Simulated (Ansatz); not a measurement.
Reaction (homolysis of the C–Si bond): `C[Si](F)(F)C#N` → `[CH3]`• + `N#C[Si](F)F`•

Computed with Ansatz on PBE0-D4/def2-TZVP structures; ΔE is electronic, products minus reactants. CCSD(T)/CBS adds triple-zeta CCSD(T) − MP2 to the extrapolated MP2 energy (def2 sets, frozen cores). This one scheme is used for every species. Functionals use def2-TZVPP. No spin–orbit coupling; open shells (•) take unrestricted orbitals.

CCSD(T)/CBS gives +444.3 kJ/mol.

(1) Another level gave +430.0 kJ/mol. Which?
A. SCS-MP2/def2-TZVPP
B. PBE/def2-TZVPP
C. CAM-B3LYP-D4/def2-TZVPP
D. RPA@PBE/def2-TZVPP

(2) What do rigid-rotor, harmonic-oscillator terms from PBE0-D4/def2-TZVP frequencies (298.15 K, 1 bar) make of the CCSD(T)/CBS value? (Estimate.)

Largest T1 diagnostic among the species: 0.016.

## Answers

(1) C. CAM-B3LYP-D4 430.0, PBE 416.2, RPA@PBE/def2-TZVPP 420.2, SCS-MP2/def2-TZVPP 442.3 kJ/mol.

(2) Ansatz gave: ΔZPE = -20.8 kJ/mol, ΔH = +428.9 kJ/mol, ΔS = 163 J/(mol·K), ΔG = +380.4 kJ/mol. Open shells count their whole term as degenerate.

From BLYP to BHLYP (50 % exact exchange), in def2-TZVPP and without D4, ΔE moves by +19.9 kJ/mol. In def2-TZVPP, CCSD(T) changes the Hartree–Fock value by +104.9 kJ/mol (the triples alone add +7.0 kJ/mol) and MP2 by +115.1 kJ/mol; breaking electron pairs costs correlation energy, which Hartree–Fock lacks. Leaving LDA and LC-ωPBE aside and taking each functional with its dispersion term where it has one, the values, not all of them listed here, spread over 40.4 kJ/mol, from BLYP-D4 to ωB97M-V. LDA lies +69.5 kJ/mol from PBE without D4, its usual overbinding.
